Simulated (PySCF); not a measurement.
C2H9NOSi, SMILES N[SiH](OC)C.

Geometry optimised at B3LYP-D3(BJ)/def2-SVP. One conformer was computed; it need not be the lowest.

All values below come from PBE/def2-TZVP (PySCF).

Isolated molecule, no solvent.

| Property | Result |
|---|---|
| total energy | -500.85409 hartree |
| highest occupied level | -5.92 eV |
| lowest empty level | 0.07 eV |
| orbital gap | 5.99 eV |
| dipole moment | 1.47 D |
| quadrupole, principal values (traceless, Buckingham form, about the centre of nuclear charge) | -4.48, 0.98, 3.50 D·Å |
| mean static polarisability | 63.8 bohr³ (9.46 Å³) |
| polarisability, principal values | 57.6, 62.0, 71.9 bohr³ |
